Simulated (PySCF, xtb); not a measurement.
H4OSSeSi. Atoms are numbered in the order given.

```xyz
8

Se     0.0861     0.0295     0.9218
S     -0.7491     1.8484     0.0659
H     -2.0321     1.6904     0.4762
O     -0.2666    -1.2173    -0.3437
Si     0.7293    -1.3172    -1.7019
H      0.1789    -2.4346    -2.5179
H      2.1378    -1.6103    -1.3008
H      0.6941    -0.0431    -2.4784
```

Geometry optimised at PBE0-D3(BJ)/def2-SVP. The structure was generated by enumeration, and PubChem lists no compound with its InChIKey, so it may never have been made. The values are those of a single conformer.

These are IEF-PCM-B3LYP/def2-SVP (PySCF 2.14.0) values and carry that method's errors.

The values are the electrostatic part of the solvation free energy, E(continuum) − E(gas) at the gas-phase geometry, in a cavity of scaled van der Waals radii (PySCF's table); cavitation and dispersion terms are not included. In vacuum the orbital gap is 5.29 eV. The dipole moment in vacuum is 0.74 D.

Computed values in water (ε = 78.36), ethanol (ε = 24.85), methanol (ε = 32.61):
```json
[
 {"solvent": "water", "ε": "78.36", "ΔG(elec) (kcal/mol)": "-2.9", "dipole (D)": "1.06", "gap (eV)": "5.31"},
 {"solvent": "ethanol", "ε": "24.85", "ΔG(elec) (kcal/mol)": "-2.8", "dipole (D)": "1.04", "gap (eV)": "5.31"},
 {"solvent": "methanol", "ε": "32.61", "ΔG(elec) (kcal/mol)": "-2.8", "dipole (D)": "1.05", "gap (eV)": "5.31"}
]
```

For comparison, GFN2-xTB/ALPB(water) (xtb, at the GFN2-xTB geometry, all terms of that model) gives -0.1 kcal/mol.
